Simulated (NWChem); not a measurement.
System: C₄H₃Br; SMILES C(C#C)(Br)=C

Input file for NWChem:

```
start job
memory heap 200 mb stack 900 mb global 1100 mb
geometry units angstroms noautoz
  C      1.126378     2.605007    -0.000967
  C      0.335135     1.685341    -0.000392
  C     -0.577804     0.597430     0.000032
  C     -1.911675     0.712433     0.000054
  Br     0.237930    -1.120175     0.000253
  H      1.824823     3.421745    -0.001598
  H     -2.366490     1.705702     0.000096
  H     -2.559420    -0.165559     0.000032
end
basis spherical
  * library aug-cc-pvdz
end
dft
  xc xpbe96 cpbe96
  iterations 150
  mulliken
end
task dft energy
```

All runs use the structure optimised with PBE0/def2-SVP.

Question: Predict the main results of this run. (PBE/aug-cc-pVDZ.) Quantities: basis functions; energy (Ha); highest occupied level (eV); orbital gap (eV); dipole (D).

Answer: 
| Property | Result |
|---|---|
| number of basis functions | 155 |
| energy (Ha) | -2727.69 |
| highest occupied level (eV) | -6.24 |
| orbital gap (eV) | 3.86 |
| dipole (D) | 1.33 |
